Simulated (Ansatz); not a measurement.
H₅NOSiSn, SMILES `[NH2][Sn][O][SiH3]` at its PBE0-D4/def2-TZVP geometry, where that method's forces vanish. The species carries charge 0 and has multiplicity 1. Sn takes the def2 core potential.

```xyz
9

N     0.3827   -0.7753   -1.8684
Sn    0.0886   -2.1575   -0.4373
O    -0.2111   -0.8419    1.0245
Si   -0.2799    0.7425    1.3708
H     0.3491    0.2217   -1.7120
H     0.5790   -0.9920   -2.8334
H    -0.0452    1.5925    0.1624
H     0.7548    1.1063    2.3779
H    -1.6179    1.1038    1.9156
```

Question: What forces (eV/Å) does PBE-D4/def2-TZVPP give on these atoms in Ansatz 0.2.0? (Best estimate.)

Answer: Computed: 
```
N1   0.013  0.027 -0.064
Sn2  0.005 -0.646 -0.023
O3  -0.059 -0.246  0.286
Si4 -0.012  0.361  0.060
H5  -0.010  0.361  0.050
H6   0.071 -0.061 -0.349
H7   0.025  0.113 -0.127
H8   0.111  0.045  0.109
H9  -0.143  0.045  0.059
```
